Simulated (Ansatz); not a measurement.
Cartesian coordinates in Å:
```
C -1.135 0.714 -1.094
O -0.057 -0.156 -1.338
Ga 0.961 -0.757 -0.017
N 0.659 -0.362 1.716
Cl 2.531 -2.079 -0.565
H -1.812 0.343 -0.314
H -0.798 1.718 -0.804
H -1.713 0.811 -2.017
H 0.048 0.384 2.001
H 1.316 -0.615 2.434
```

Charge 0, multiplicity 1.

Problem. List the PBE0/def2-TZVPP orbital energies in eV (the Gaussian-basis code of Ansatz). (Estimate.)

Solution. The calculation gave: Occupied: -10147.62, -2767.08, -1253.41, -1109.61, -1109.51, -1109.47, -522.50, -391.28, -279.35, -258.91, -197.19, -197.06, -197.05, -151.85, -104.85, -104.65, -104.56, -27.99, -24.64, -24.22, -23.89, -23.83, -23.71, -22.88, -22.09, -18.75, -14.03, -13.76, -12.53, -12.29, -12.13, -10.41, -9.33, -9.07, -8.49, -8.19, -7.76. Lowest empty: -0.65, 0.03, 1.14, 1.70, 2.52, 2.94, 3.26, 3.47.
